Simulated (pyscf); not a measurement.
# H₃C–Si(CH₃)(O•)–OH, doublet

Gas-phase minimum from PySCF at ωB97X-D3(BJ)/def2-SVP, one conformer. Other isomers of H₃C–Si(CH₃)(O•)–OH were not searched in full and may lie lower. 

SMILES: C[Si](C)([O])O
```xyz
12

C     -1.1246    -0.4871    -2.4893
Si    -0.1233    -0.9154    -0.9653
C     -0.4138     0.2181     0.4791
O      1.4612    -0.7537    -1.5401
O     -0.4332    -2.4560    -0.4115
H     -2.1970    -0.6094    -2.2653
H     -0.8757    -1.1411    -3.3396
H     -0.9484     0.5553    -2.7960
H     -1.4508     0.1199     0.8376
H     -0.2365     1.2661     0.1928
H      0.2572    -0.0337     1.3148
H     -0.2320    -3.1821    -1.0105
```
Charge 0, spin multiplicity 2.

Bond lengths (Å): C1–Si2 1.873, C1–H6 1.102, C1–H7 1.101, C1–H8 1.101, Si2–C3 1.859, Si2–O4 1.693, Si2–O5 1.666, C3–H9 1.102, C3–H10 1.101, C3–H11 1.101, O5–H12 0.963. Bond angles (°): Si2–C1–H6 109.2, Si2–C1–H7 111.8, Si2–C1–H8 111.0, H6–C1–H7 108.1, H6–C1–H8 108.5, H7–C1–H8 108.1, C1–Si2–C3 114.2, C1–Si2–O4 101.7, C1–Si2–O5 112.5, C3–Si2–O4 110.6, C3–Si2–O5 106.0, O4–Si2–O5 112.0, Si2–C3–H9 110.2, Si2–C3–H10 110.7 (the first ones only).

Properties at ωB97X-D3(BJ)/def2-SVP:

```json
{
  "harmonic_wavenumbers_unscaled": "121, 135, 157, 196, 249, 256, 282, 333, 645, 693, 718, 743, 770, 805, 843, 904, 953, 1277, 1286, 1431, 1435, 1440, 1447, 3070, 3075, 3171, 3178, 3182, 3185, 3936 cm⁻¹",
  "zero_point_energy": "57.1 kcal/mol",
  "rotational_symmetry_number": "1",
  "Entropy of this conformer at 298 K and 1 atm, rigid rotor and harmonic oscillator, modes under 100 cm⁻¹ raised to 100": "361.4 J/(mol K)",
  "dipole_moment": "1.66 D",
  "Spin expectation value S2": "0.753"
}
```

Single-point totals, which compare only within one level:

```
level                   total energy (hartree)
----------------------  ----------------------
ωB97X-D3(BJ)/def2-TZVP              -520.61296
PBE/def2-TZVP                       -520.09123
r²SCAN/def2-TZVP                    -520.37217
B3LYP-D3(BJ)/def2-TZVP              -520.56023
PBE0-D3(BJ)/def2-TZVP               -520.14229
M06-2X/def2-TZVP                    -520.39665
ωB97M-D3(BJ)/def2-TZVP              -520.61296
```

Soft torsions are taken as harmonic, which can shift the entropy by several J/(mol K).
